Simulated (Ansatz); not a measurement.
Ansatz (a program for electronic structure) input (B3LYP-D3(BJ)/def2-TZVP):

Ansatz 0.2 input:
```yaml
crystal:
  periodic: [false, false, false]
  atoms:
    - {symbol: C, position_ang: [-0.09462461, 1.44771401, 0.08974955]}
    - {symbol: C, position_ang: [-0.38322025, -0.05405700, 0.16430438]}
    - {symbol: C, position_ang: [-1.70491079, -0.38603954, -0.52164609]}
    - {symbol: O, position_ang: [0.61296645, -0.82937537, -0.48242100]}
    - {symbol: C, position_ang: [1.83173332, -0.92611729, 0.20356058]}
    - {symbol: H, position_ang: [0.81366499, 1.70092518, 0.63124614]}
    - {symbol: H, position_ang: [-0.92028767, 2.00188589, 0.52744815]}
    - {symbol: H, position_ang: [0.02224164, 1.74674638, -0.94911836]}
    - {symbol: H, position_ang: [-0.43566796, -0.35571756, 1.22586099]}
    - {symbol: H, position_ang: [-1.65686965, -0.09081653, -1.56610746]}
    - {symbol: H, position_ang: [-1.88691387, -1.45602433, -0.47469952]}
    - {symbol: H, position_ang: [-2.52371465, 0.13811821, -0.03711001]}
    - {symbol: H, position_ang: [2.37311195, 0.02666012, 0.22665178]}
    - {symbol: H, position_ang: [2.42896149, -1.65871049, -0.33673048]}
    - {symbol: H, position_ang: [1.68139517, -1.27073179, 1.23513413]}
basis:
  gaussian:
    orbitals: def2-TZVP
hamiltonian:
  xc: b3lyp
  dispersion: d3bj
relax: {f_tol: 0.002, max_steps: 150}
```

End of the output:

```
Atom 1 at    -0.395935    -0.054160     0.157475 Å, force    -0.000567     0.000862    -0.000946 eV/Å
Atom 2 at    -1.708573    -0.391615    -0.526285 Å, force    -0.000011     0.000240     0.000851 eV/Å
Atom 3 at     0.607663    -0.835904    -0.487681 Å, force     0.001898    -0.001169    -0.000262 eV/Å
Atom 4 at     1.831884    -0.917545     0.206171 Å, force    -0.000038    -0.000168    -0.000116 eV/Å
Atom 5 at     0.848573     1.680254     0.604617 Å, force     0.000033     0.000123     0.000074 eV/Å
Atom 6 at    -0.880685     2.011121     0.573202 Å, force     0.000014     0.000422    -0.000064 eV/Å
Atom 7 at    -0.003061     1.759418    -0.945414 Å, force    -0.000032    -0.000449     0.000092 eV/Å
Atom 8 at    -0.448308    -0.363495     1.212505 Å, force    -0.000175     0.000400    -0.000298 eV/Å
Atom 9 at    -1.665465    -0.111085    -1.580459 Å, force     0.000048     0.000077     0.000162 eV/Å
Atom 10 at    -1.906505    -1.461741    -0.464202 Å, force    -0.000010    -0.000074     0.000009 eV/Å
Atom 11 at    -2.535212     0.145743    -0.058845 Å, force    -0.000368    -0.000013    -0.000035 eV/Å
Atom 12 at     2.364664     0.039787     0.231933 Å, force    -0.000149    -0.000013     0.000146 eV/Å
Atom 13 at     2.449993    -1.643511    -0.320506 Å, force     0.000038     0.000138    -0.000078 eV/Å
Atom 14 at     1.683209    -1.260594     1.238728 Å, force    -0.000159    -0.000149    -0.000132 eV/Å
Dipole moment:     0.024830     0.122781     0.218123 e Å
```
